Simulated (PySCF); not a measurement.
C4H13NSi, SMILES CC(N[SiH2]C)C, GFN2-xTB optimised geometry.

```
19

Si    -0.06    -1.95     0.00
C     -0.76    -2.71    -1.58
N     -0.54    -0.31     0.00
C     -0.19     0.64     1.03
C     -0.07     2.04     0.43
C     -1.20     0.63     2.18
H     -0.52    -2.75     1.15
H      1.41    -1.95     0.00
H     -0.46    -2.15    -2.46
H     -0.40    -3.72    -1.70
H     -1.85    -2.75    -1.57
H     -1.41    -0.05    -0.45
H      0.79     0.33     1.42
H      0.64     2.03    -0.39
H     -1.03     2.37     0.05
H      0.27     2.75     1.18
H     -2.18     0.93     1.82
H     -1.27    -0.37     2.60
H     -0.89     1.32     2.97
```

Density from PBE0/def2-SVP run with PySCF at that geometry.

Minimum of the electron density along straight lines between bonded atoms, close to the bond critical point (lines longer than 1.1 times the sum of covalent radii, or with two minima, are not listed):

| bond | length / Å | ρ at the minimum / e bohr⁻³ | ∇²ρ there / e bohr⁻⁵ | position (fraction from the first atom) |
|---|---|---|---|---|
| Si1–C2 | 1.892 | 0.112 | 0.33 | 0.38 |
| Si1–N3 | 1.714 | 0.125 | 0.76 | 0.40 |
| N3–C4 | 1.445 | 0.271 | -0.78 | 0.61 |
| C4–C5 | 1.528 | 0.246 | -0.57 | 0.50 |
| C4–C6 | 1.530 | 0.246 | -0.57 | 0.50 |
| Si1–H7 | 1.478 | 0.115 | 0.31 | 0.49 |
| Si1–H8 | 1.468 | 0.117 | 0.32 | 0.49 |
| C2–H9 | 1.085 | 0.272 | -0.98 | 0.63 |
| C2–H10 | 1.084 | 0.272 | -0.97 | 0.62 |
| C2–H11 | 1.086 | 0.271 | -0.96 | 0.62 |
| N3–H12 | 1.010 | 0.332 | -1.51 | 0.76 |
| C4–H13 | 1.095 | 0.280 | -1.03 | 0.62 |
| C5–H14 | 1.087 | 0.277 | -1.02 | 0.63 |
| C5–H15 | 1.089 | 0.275 | -0.99 | 0.62 |
| C5–H16 | 1.087 | 0.276 | -1.01 | 0.62 |
| C6–H17 | 1.089 | 0.275 | -0.99 | 0.62 |
| C6–H18 | 1.087 | 0.277 | -1.01 | 0.62 |
| C6–H19 | 1.087 | 0.276 | -1.00 | 0.62 |
